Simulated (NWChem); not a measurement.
phosphoric acid (H₃PO₄); SMILES P(=O)(O)(O)O

```xyz
8

O      1.4282    -0.1440    -0.5880
P      0.0003    -0.0025     0.1301
O      0.0037    -0.0306     1.6054
O     -0.5817     1.3264    -0.5553
O     -0.8505    -1.1491    -0.6018
H      2.0001    -0.7483    -0.0976
H     -0.3507     2.1085    -0.0377
H     -1.6499    -1.3555    -0.1007
```
Atoms are numbered in this order, from 1.

All runs: NWChem. Pople sets run with spherical d functions. Structure relaxed at the PBE0/def2-SVP level. Atomic charges in e: unrestrained fits to the electrostatic potential beside Mulliken populations; buried atoms are poorly determined by the fit.

Question: Predict the results for Hartree-Fock/6-31G*. Quantities: ESP O1; Mulliken O1; ESP P2; Mulliken P2; ESP O3; Mulliken O3; ESP O4; Mulliken O4; ESP O5; Mulliken O5; relative RMS misfit of the potential (%).

Answer: 
* **ESP O1**: -0.66
* **Mulliken O1**: -0.82
* **ESP P2**: 1.43
* **Mulliken P2**: 1.68
* **ESP O3**: -0.79
* **Mulliken O3**: -0.74
* **ESP O4**: -0.66
* **Mulliken O4**: -0.82
* **ESP O5**: -0.66
* **Mulliken O5**: -0.82
* **relative RMS misfit of the potential (%)**: 15
